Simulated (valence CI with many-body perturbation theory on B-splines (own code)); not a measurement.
Values are calculated unless marked as measured or tabulated.
## Cd33+: what the settings do

Method: valence CI with perturbative core correlation (CI+MBPT): five valence electrons over a frozen Dirac-Fock core [Ne], radial functions for each j: 6 s, 6 p, 5 d, 3 f, 1 g, with the one-electron correlation potential Σ1, the two-electron term Σ2, the three-electron term Σ3, Breit, model QED; selected CI, second order for the rest (own B-spline code, finite nucleus).

The last digits are not significant, and no measured levels were compared; by estimate large intervals hold to a few tenths of a per cent, small ones and those within an open d or f shell to about a per cent. Among the levels kept, up to 890 cm⁻¹ of a level comes from second order outside the variational space, and about a tenth of that is noise between levels of different J, which matters for small intervals.

The reference run has the lowest level (3s^2 3p1/2^2 3p3/2) J=3/2 and an ionisation energy of 2075.09 eV. Its largest variational space holds 10000 state functions.

Levels are named by their leading jj configuration (3d3/2^4 stands for four electrons in 3d with j = 3/2), which in mixed levels can hold well under half, so a name can repeat and another be missing. Letters in brackets count levels of one name in rising energy.

Changed runs:
A. cutoff of virtual states (hartree) 4608 → 9600; scale of Σ1 1 → 0; scale of Σ2 1 → 0; three-electron term on → off
B. core polarisation of operators on → off
C. natural orbitals for correlation on → off
D. size limit of the variational space 10000 → 100; second order for the rest on → off (bad on purpose)

Excitation energies of the reference run in cm⁻¹, and shifts in cm⁻¹:

| Level | Reference | A | B | C | D |
| --- | --- | --- | --- | --- | --- |
| (3s^2 3p1/2 3p3/2^2) J=3/2 | 312884 | -1117 | 0 | -394 | -290 |
| (3s^2 3p1/2 3p3/2^2) J=5/2 | 368708 | -731 | 0 | +276 | +503 |
| (3s^2 3p1/2 3p3/2^2) J=1/2 | 437829 | -187 | 0 | +622 | -2034 |
| (3s^2 3p3/2^3) J=3/2 | 755961 | -1410 | 0 | +179 | +1440 |
| (3s 3p1/2^2 3p3/2^2) J=5/2 | 1004010 | -195 | 0 | -941 | -1299 |
| (3s^2 3p1/2^2 3d3/2) J=3/2 | 1031930 | +2865 | 0 | +128 | -411 |
| (3s 3p1/2^2 3p3/2^2) J=1/2 | 1161010 | +891 | 0 | -103 | -484 |
| (3s 3p1/2^2 3p3/2^2) J=3/2 | 1181720 | +1974 | 0 | +66 | +884 |
| (3s^2 3p1/2^2 3d5/2) J=5/2 | 1196470 | +4227 | 0 | +677 | +2067 |
| (3s 3p1/2 3p3/2^3) J=3/2 | 1345010 | +154 | 0 | -670 | +77 |
| (3s^2 3p1/2 3p3/2 3d3/2) J=5/2 [a] | 1354310 | +2289 | 0 | +28 | +3303 |
| (3s^2 3p1/2 3p3/2 3d3/2) J=3/2 [a] | 1356710 | +1572 | 0 | -461 | +1214 |
| Ionisation energy (eV) | 2075.09 | -0.50 | 0 | -0.31 | -0.84 |

No effect on these energies: B.
